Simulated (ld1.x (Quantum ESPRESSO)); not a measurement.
germanium: from the effect back to the setting (ultrasoft)

Base potential:

```
Element                 : Ge (Z = 32)
Generator               : ld1.x (Quantum ESPRESSO) 7.5
Type                    : ultrasoft
Functional              : PBE
Relativity              : scalar-relativistic
Frozen core             : [Ar]
Valence charge          : 14
Reference configuration : 3d10 4s1 4p3
Partial waves           : 4s (bound): rcut 1.35, rcutus 1.85 bohr; 4s channel at 3.15 Ry: rcut 1.35, rcutus 1.85 bohr; 4p (bound): rcut 1.35, rcutus 1.65 bohr; 4p channel at 1.6 Ry: rcut 1.35, rcutus 1.65 bohr; 3d (bound): rcut 1.10, rcutus 1.45 bohr; 3d channel at -0.5 Ry: rcut 1.10, rcutus 1.45 bohr
Local potential         : all-electron potential smoothed inside 1.80 bohr (lloc = -1)
Core correction         : none
Augmentation charge     : PSQ, radius 0.90 bohr
```

Cutoffs, loose and tight: the cutoffs (Ry, on a coarse ladder) from which the occupation-weighted sum of valence levels, in a spherical-Bessel basis at the reference potential, stays within 10 and 1 mRy of its value at 400 Ry. They do not see the model core or the augmentation charge, which bear on the density cutoff. Test errors are all-electron minus pseudo excitation energies from the reference, over the configurations 3d10 4s2 4p2; 3d10 4s2 4p1; 3d10 4s2 4p0; 3d9 4s2 4p2; 3d10 4s2 4p2.3; 3d9 4s2 4p3; 3d10 4s2 4p1.5; variants that change the core or the reference have their own tests. The largest error is taken over the tests solved by every variant that gives reliable tests at all, those not shown here included: 3d10 4s2 4p0; 3d10 4s2 4p1; 3d10 4s2 4p2.

Only the scale of all radii (base = 1) is moved (3 further runs of the sweep failed or gave no value and are left out):

```tsv
scale of all radii (base = 1)	cutoff, loose	cutoff, tight	bound ghosts	largest test error (meV)
1.05	50 Ry	80 Ry	none	+4.3
1.12	40 Ry	70 Ry	none	+4.6
1.18	40 Ry	60 Ry	none	+4.9
1.37	30 Ry	45 Ry	none	+6.6
```

Question: One more run gave cutoff, loose: 30 Ry; cutoff, tight: 50 Ry; bound ghosts: none; largest test error (meV): +5.6. Which value of the scale of all radii (base = 1) was used?

Answer: 1.31. The tight cutoff moves one way along this sweep, from 80 Ry at 1.05 to 45 Ry at 1.37, which places the run between 1.18 and 1.37.
